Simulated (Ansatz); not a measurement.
```yaml
crystal:
  periodic: [false, false, false]
  atoms:
    - {symbol: Sn, position_ang: [1.553648, 1.144211, -0.037783]}
    - {symbol: Sn, position_ang: [-0.376392, -0.714436, 2.021562]}
    - {symbol: O, position_ang: [-0.723153, -0.274311, -1.640967]}
    - {symbol: O, position_ang: [0.668667, -1.238847, -0.256505]}
    - {symbol: O, position_ang: [-0.351191, -1.534792, -0.998802]}
    - {symbol: O, position_ang: [1.332645, 0.423472, 1.583119]}
    - {symbol: O, position_ang: [-0.955742, 0.987886, 0.399777]}
    - {symbol: O, position_ang: [-1.570409, 0.462137, -0.807613]}
basis:
  gaussian: {orbitals: def2-mTZVPP}
magnetization: {spin_polarized: true, initial_magnetization: 0}
hamiltonian: {xc: {name: PBE0}}
scf: {omitted_lower_state_checks: [starts]}
output: {forces: true}
```

```sh
$ ansatz run in.yaml --threads 4 --pin off --events-out ev --progress --plain --max-ram 8704MiB
```

Output, abridged:

```
Functional definition: PBE0
1762 factors; their error is unknown
mean field evaluation 1: about -23914.8597 eV, gradient 6.4e1 eV
mean field evaluation 2: about -23727.5201 eV, gradient 1.8e2 eV
mean field evaluation 4: about -23927.5850 eV, gradient 2.2e1 eV
mean field evaluation 8: about -23929.4207 eV, gradient 5.3e-1 eV
mean field evaluation 16: about -23929.5979 eV, gradient 3.1e-3 eV
mean field -23929.59788484 eV, -879.3965022040 hartree, gradient 1.4e-5 eV, S^2 0.000000; 0 other end points of the search recorded, 0 dependent functions left out
reference -23929.59792111 eV, -879.3965035367 hartree; 46, 46 occupied and 170, 170 virtual orbitals, 1762 factors
Total energy: -23929.59792111 eV, -879.3965035367 hartree
Atom 0 at     1.553648     1.144211    -0.037783 Å, force    -0.605475     1.090439    -4.527206 eV/Å
Atom 1 at    -0.376392    -0.714436     2.021562 Å, force     1.681140     1.490027    -2.844947 eV/Å
Atom 2 at    -0.723153    -0.274311    -1.640967 Å, force    -0.002411     0.584623     0.538274 eV/Å
Atom 3 at     0.668667    -1.238847    -0.256505 Å, force     2.140737     0.400003     3.501039 eV/Å
Atom 4 at    -0.351191    -1.534792    -0.998802 Å, force    -2.412632    -0.277735    -2.548695 eV/Å
Atom 5 at     1.332645     0.423472     1.583119 Å, force    -0.799636    -2.173059     6.162118 eV/Å
Atom 6 at    -0.955742     0.987886     0.399777 Å, force     0.851846    -1.079382    -0.791577 eV/Å
Atom 7 at    -1.570409     0.462137    -0.807613 Å, force    -0.853569    -0.034916     0.510994 eV/Å
Dipole moment:     0.257870     0.088044     0.792277 e Å
Checks for a lower state left out: starts
```

Run time 14 s (4 threads of Arm Neoverse V1 on a shared host), peak host memory 1.1 GiB.

In the def2 sets Sn takes a core potential; there is no spin–orbit coupling.
